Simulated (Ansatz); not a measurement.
Frontier orbitals of `CC(=O)O[Si](Cl)(Cl)OC(C)=O`.

The species carries charge 0 and has multiplicity 1. The structure was optimised at the PBE0-D4/def2-TZVP level. It is one conformer, not always the lowest. Basis def2-TZVPP, Ansatz 0.2.0.

```json
{"functional": "PBE", "HOMO (eV)": "-6.76", "LUMO (eV)": "-1.62", "gap (eV)": "5.14"}
{"functional": "PBE0", "HOMO (eV)": "-8.47", "LUMO (eV)": "-0.50", "gap (eV)": "7.97"}
{"functional": "r2SCANh", "HOMO (eV)": "-7.77", "LUMO (eV)": "-0.95", "gap (eV)": "6.82"}
{"functional": "r2SCAN0", "HOMO (eV)": "-8.73", "LUMO (eV)": "-0.35", "gap (eV)": "8.38"}
{"functional": "LC-ωPBE", "HOMO (eV)": "-11.30", "LUMO (eV)": "1.91", "gap (eV)": "13.21"}
{"functional": "ωB97M-V", "HOMO (eV)": "-10.91", "LUMO (eV)": "1.75", "gap (eV)": "12.66"}
{"functional": "HF", "HOMO (eV)": "-12.69", "LUMO (eV)": "3.64", "gap (eV)": "16.33"}
```

From PBE to PBE0 the HOMO moves by −1.70 eV and the LUMO by +1.12 eV, and with ωB97M-V by −4.15 and +3.37 eV, so the gap grows from 5.14 to 12.66 eV with exact exchange. A positive LUMO is unbound and depends on the basis.

LC-ωPBE has ω = 0.4 bohr⁻¹.
